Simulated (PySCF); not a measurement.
Ge(H)(Cl)(OH)2, SMILES [OH][GeH]([OH])[Cl], B3LYP/def2-SVP optimised geometry.

```
7

Ge    -0.19    -0.92     0.00
O     -0.70    -1.75     1.47
O     -0.93     0.70     0.00
Cl    -0.95    -1.92    -1.79
H      1.33    -0.92     0.00
H     -1.64    -1.64     1.67
H     -1.33     0.92    -0.85
```

Density from B3LYP/def2-TZVP (PySCF 2.14.0) at that geometry.

Minimum of the electron density along straight lines between bonded atoms, close to the bond critical point (lines longer than 1.1 times the sum of covalent radii, or with two minima, are not listed):

```
bond     length / Å  ρ at the minimum / e bohr⁻³  ∇²ρ there / e bohr⁻⁵  position (fraction from the first atom)
-------  ----------  ---------------------------  --------------------  ---------------------------------------
Ge1–O2        1.763                        0.149                  0.68                                     0.47
Ge1–O3        1.773                        0.146            (withheld)                                     0.47
Ge1–Cl4       2.181                   (withheld)                  0.14                                     0.43
Ge1–H5        1.527                        0.140            (withheld)                                     0.59
O2–H6         0.968                        0.351                 -2.33                                     0.80
O3–H7         0.967                        0.351                 -2.33                                     0.80
```

Problem. Some entries are withheld; supply them.

Solution. 
- Ge1–O3, ∇²ρ there / e bohr⁻⁵: 0.64
- Ge1–Cl4, ρ at the minimum / e bohr⁻³: 0.100
- Ge1–H5, ∇²ρ there / e bohr⁻⁵: 0.02
